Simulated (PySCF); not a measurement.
A made-up structure of CH3AlSe, singlet:

C1  (-0.236, -0.083, -0.773)
Al2  (0.249, 0.431, 1.007)
Se3  (0.495, -1.686, 0.312)
H4  (-1.263, -0.277, -1.071)
H5  (1.332, -0.418, 1.654)
H6  (0.392, 1.498, 2.148)
(Å)

It is relaxed with PBE-D4/def2-SVP and then PBE0-D4/def2-TZVP (PySCF 2.14 with density fitting (its default auxiliary sets; JK sets also for MP2 and CCSD(T))). Atoms count as bonded within 1.22 times the sum of their covalent radii (H–H: 0.88 Å). The end point is not checked to be a true minimum.

Problem. Does its bonding change? (A judgement: the text doesn't fix the answer.)

Solution. By the calculation: No: no bond forms or breaks.

Where it ends: The first stage lowers the energy by 3.29 eV in 32 steps. It ends as CH₃AlSe ([CH]1[AlH2][Se]1):
C1  (-0.194, -0.150, -0.482)
Al2  (0.422, 0.269, 1.327)
Se3  (0.006, -1.859, -0.023)
H4  (-0.547, 0.096, -1.480)
H5  (1.961, 0.586, 1.509)
H6  (-0.687, 0.518, 2.427)
(Å)

Labels in which every atom is bracketed show which atoms are joined, not bond orders.

For scale, one of the runs: PBE0-D4/def2-TZVP relaxation, 134 basis functions, launched by `OMP_NUM_THREADS=2 python run.py`. Time: 52 s of wall clock on 2 CPU threads of an Intel Xeon Platinum 8124M; the host was shared. Peak host memory: 1.2 GiB.
